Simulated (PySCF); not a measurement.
Species: C2H8Ge2N2.
SMILES with atom numbers: `[N:1]#[C:2][CH2:3][GeH2:4][NH:5][GeH3:6]` (hydrogens: H7, H8 on C3; H9, H10 on Ge4; H11 on N5; H12, H13, H14 on Ge6)

Structure used (PBE0-D3(BJ)/def2-SVP), in Å, numbered top down from 1:
```xyz
14
C2H8Ge2N2 angstrom
N     -1.1536    0.5150    2.3792
C     -1.5441    0.0284    1.4018
C     -1.9453   -0.5480    0.1394
Ge    -0.6015   -0.0579   -1.2504
N      1.0794   -0.4294   -0.6708
Ge     2.1146    0.5665    0.4851
H     -2.9407   -0.1795   -0.1536
H     -1.9938   -1.6444    0.2238
H     -0.9057   -0.8932   -2.5076
H     -0.7355    1.4536   -1.4932
H      1.4333   -1.3515   -0.9049
H      2.1622   -0.0562    1.8925
H      1.4818    1.9648    0.5221
H      3.5477    0.6313   -0.0856
```

Computed, not measured: TDDFT wB97X-D/def2-SVPD, vertical, gas phase, core orbitals frozen in the response in PySCF 2.14.0, density-fitted response routines. The wB97X-D/def2-SVPD calculation is non-relativistic and has no spin–orbit coupling, an omission that weighs most on germanium.

```json
{"state": "S1", "E (eV)": "6.04", "λ (nm)": "205.4", "ν̃ (cm⁻¹)": "48680", "f": "0.0086", "|μ| (D)": "0.61", "main configurations (H = HOMO, L = LUMO)": "H→L (80%), H→L+1 (15%)"}
{"state": "S2", "E (eV)": "6.89", "λ (nm)": "179.9", "ν̃ (cm⁻¹)": "55590", "f": "0.050", "|μ| (D)": "1.38", "main configurations (H = HOMO, L = LUMO)": "H→L+1 (69%), H→L (15%)"}
{"state": "S3", "E (eV)": "7.09", "λ (nm)": "174.9", "ν̃ (cm⁻¹)": "57180", "f": "0.022", "|μ| (D)": "0.91", "main configurations (H = HOMO, L = LUMO)": "H→L+2 (59%), H→L+4 (15%)"}
{"state": "S4", "E (eV)": "7.26", "λ (nm)": "170.7", "ν̃ (cm⁻¹)": "58590", "f": "0.0097", "|μ| (D)": "0.59", "main configurations (H = HOMO, L = LUMO)": "H→L+4 (22%), H→L+3 (22%), H→L+2 (21%)"}
{"state": "S5", "E (eV)": "7.38", "λ (nm)": "167.9", "ν̃ (cm⁻¹)": "59540", "f": "0.047", "|μ| (D)": "1.29", "main configurations (H = HOMO, L = LUMO)": "H→L+3 (56%)"}
{"state": "S6", "E (eV)": "7.55", "λ (nm)": "164.1", "ν̃ (cm⁻¹)": "60940", "f": "0.0051", "|μ| (D)": "0.42", "main configurations (H = HOMO, L = LUMO)": "H→L+5 (61%), H→L+6 (9%)"}
{"state": "S7", "E (eV)": "7.79", "λ (nm)": "159.1", "ν̃ (cm⁻¹)": "62850", "f": "0.0029", "|μ| (D)": "0.32", "main configurations (H = HOMO, L = LUMO)": "H→L+4 (15%), H-2→L+2 (13%), H→L+6 (13%)"}
{"state": "S8", "E (eV)": "7.82", "λ (nm)": "158.5", "ν̃ (cm⁻¹)": "63100", "f": "0.031", "|μ| (D)": "1.01", "main configurations (H = HOMO, L = LUMO)": "H-2→L+4 (16%), H-1→L (15%), H→L+8 (12%)"}
{"state": "S9", "E (eV)": "7.93", "λ (nm)": "156.3", "ν̃ (cm⁻¹)": "63970", "f": "0.0058", "|μ| (D)": "0.44", "main configurations (H = HOMO, L = LUMO)": "H-2→L+2 (12%), H→L+6 (11%), H→L+7 (10%)"}
{"state": "S10", "E (eV)": "8.00", "λ (nm)": "155.0", "ν̃ (cm⁻¹)": "64500", "f": "0.0076", "|μ| (D)": "0.50", "main configurations (H = HOMO, L = LUMO)": "H→L+8 (38%), H→L+7 (29%)"}
```

Triplets (Tamm–Dancoff): T1 5.68 eV, H→L (62%), H→L+1 (27%); T2 6.19 eV, H-1→L+2 (12%), H-2→L+4 (11%), H-1→L+5 (9%); T3 6.68 eV, H→L+1 (31%), H→L (21%), H-2→L+4 (14%); T4 6.73 eV, H→L+2 (30%), H-1→L+4 (15%), H→L+4 (11%).

The lowest singlet comes at 205 nm (582 kJ/mol) in the ultraviolet; it is weak; its leading configuration is HOMO→LUMO (80%). The most intense listed level is S2 at 6.89 eV (180 nm, f = 0.050), 0.86 eV above S1. Löwdin shares by element: HOMO nitrogen 52% or more, germanium 18%, carbon 8% or more (atoms not listed hold the other 22%); LUMO germanium 46%, hydrogen 17% or more (atoms not listed hold the other 37%). Weighted by f, the mean energy of these states is 7.28 eV. Orbital energies (eV): HOMO-3 -11.30, HOMO-2 -11.24, HOMO-1 -10.69, HOMO -9.09, LUMO 1.47, LUMO+1 1.79, LUMO+2 2.05. The oscillator strengths of these states sum to 0.189; summed over the whole spectrum of an exact calculation they would give the number of electrons, 98 (Thomas–Reiche–Kuhn). The vertical ionisation energy (ΔSCF) is 9.16 eV, 1.17 eV above S10. Singlets were solved by full linear response, triplets in the Tamm–Dancoff approximation.

One conformer stands for the species.
